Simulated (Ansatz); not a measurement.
Isolated molecules relaxed with PBE0-D4/def2-TZVP in Ansatz; ΔE leaves out vibrations. CCSD(T)/CBS is the MP2 limit (def2-TZVPP, def2-QZVPP) plus CCSD(T) − MP2 in def2-TZVPP, frozen cores. This one scheme is used for every species. def2 core potentials past Kr. For W outer-core shells are correlated without core-valence functions, which leaves a few kJ/mol of doubt a bond.

Consider the ligand exchange at a W–Cl bond: `[CH3][W](=[S])(=[S])[Cl]` + H–F → `[CH3][W]([F])(=[S])=[S]` + HCl.

```
                   species  HF/def2-TZVPP energy (Eh)
`[CH3][W](=[S])(=[S])[Cl]`                -1360.74668
                       H–F                 -100.06520
 `[CH3][W]([F])(=[S])=[S]`                -1000.71531
                       HCl                 -460.09908
```

(1) Work out ΔE.

Largest T1 diagnostic among the species: 0.022, so the coupled-cluster value is less sure than usual.

## Answers

(1) ΔE = (-1000.71531) + (-460.09908) − (-1360.74668) − (-100.06520) = -0.00251 Eh = -6.6 kJ/mol. CCSD(T)/CBS gives +14.5 kJ/mol.

In def2-TZVPP, CCSD(T) changes the Hartree–Fock value by +17.3 kJ/mol (the triples alone add +4.3 kJ/mol) and MP2 by +42.6 kJ/mol. The D4 term adds +8.0 kJ/mol with B3LYP and +4.4 kJ/mol with PBE0; it sums over pairs of atoms, weighted by their polarisabilities, and B3LYP, whose exchange is more repulsive, gets the larger term. From r2SCAN to r2SCAN0 (25 % exact exchange), in def2-TZVPP and without D4, ΔE moves by +6.4 kJ/mol.

B3LYP here is the variant with VWN-RPA as its local correlation; programs differ in this.
